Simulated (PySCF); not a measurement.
**ZnBr⁻ from Hartree–Fock to correlated methods**

State: ¹Σ⁺ (singlet), closed shell. Set-up: basis Zn def2-TZVPPD, Br def2-TZVPPD; no relativity; PySCF 2.14. De refers to Zn + Br⁻ in their ground configurations, without counterpoise correction. A positive dipole points towards Br; it is taken about the centre of mass and depends on that origin.

```
      Level  Re (Å)  ωe (cm⁻¹)  De (eV)  μ (D)
        RHF   2.828       97.0      n/a  -0.03
    RHF-MP2   2.705        118     0.54    n/a
RHF-SCS-MP2   2.748        110    0.481    n/a
   RHF-CCSD   2.739        114    0.497    n/a
RHF-CCSD(T)   2.721        118     0.53    n/a
        LDA   2.599        145     0.83   0.46
        PBE   2.736        118     0.57  -0.16
       BP86   2.743        117     0.53  -0.23
     r²SCAN   2.665        132     0.67   0.44
    r²SCANh   2.666        132     0.65   0.44
       PBE0   2.707        123     0.58   0.12
  BHandHLYP   2.770        109    0.458  -0.33
     M06-2X   2.739        120     0.57   0.26
    ωB97M-V   2.726        117     0.55  -0.13
```

Q: Which functional lies closest to RHF-CCSD(T) in De, which farthest, and by how much do they differ from it?

A: Closest is BP86 (+2.2 pm in Re, -0.8 % in ωe, +0.00 eV in De against RHF-CCSD(T) in the same basis), farthest LDA (-12.2 pm in Re, +22.9 % in ωe, +0.30 eV in De). CCSD(T) converges more slowly with the basis than the functionals do and binds too weakly in this one, so the order can change at the basis-set limit.

Q: What does a quarter of exact exchange do here, going from PBE to PBE0?

A: PBE0 less PBE: -2.9 pm in Re, +4.2 % in ωe, +0.01 eV in De. Exact exchange removes part of the self-interaction that spreads semilocal densities, and in most molecules shortens and stiffens the bond and lowers De; so it does here.

Q: What does the step from GGA to meta-GGA do here, going from PBE to r²SCAN?

A: r²SCAN less PBE: -7.1 pm in Re, +11.9 % in ωe, +0.10 eV in De. 

Correlated steps freeze 14 core orbitals. For an ion De counts to the pair picked by the measured ionisation energies or electron affinities, which need not be the lowest pair at this level. The highest Kohn–Sham level is positive in this anion. Much of that is self-interaction error, but it also means that the finite basis helps to hold the extra electron.

The whole job (state search and all levels along the bond) took about 29 min on 2 threads of Arm Neoverse V1 (shared host), peak memory 6.5 GiB.
